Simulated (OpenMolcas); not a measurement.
## A ladder of methods for CH4AlIn (SMILES [CH2]1[AlH][InH]1)

The species is CH4AlIn (7 atoms), meant as a singlet with charge 0. SMILES: `[CH2]1[AlH][InH]1`. The coordinates come from a PBE0-D4/def2-TZVP relaxation.

Quantity: the HOMO–LUMO gap, in eV. The values are calculated.

| level | kind | program | value (eV) | CPU time |
| --- | --- | --- | --- | --- |
| HF/def2-SVPD (core potential) | Hartree–Fock | OpenMolcas | 7.81 | 16 s |
| SVWN5/def2-SVPD (core potential) | LDA | OpenMolcas | 1.96 | 32 s |
| M06-L/def2-SVPD (core potential) | meta-GGA | OpenMolcas | 2.31 | 51 s |
| r2SCAN/def2-SVPD (core potential) | meta-GGA | OpenMolcas | 2.33 | 50 s |
| BHLYP/def2-SVPD (core potential) | global hybrid | OpenMolcas | 4.95 | 37 s |
| M06-2X/def2-SVPD (core potential) | hybrid meta-GGA | OpenMolcas | 4.96 | 50 s |
| PBE0/def2-SVPD (core potential) | global hybrid | OpenMolcas | 3.54 | 36 s |
| B2PLYP/def2-SVPD (core potential) | double hybrid | OpenMolcas | 5.11 | 31 s |

The values span 1.96 to 7.81 eV. Orbital gaps aren't excitation energies, and those of double hybrids come from the SCF part alone; they tend to grow with the share of exact exchange. CPU times are rough (shared hosts, several kinds of processor and program).
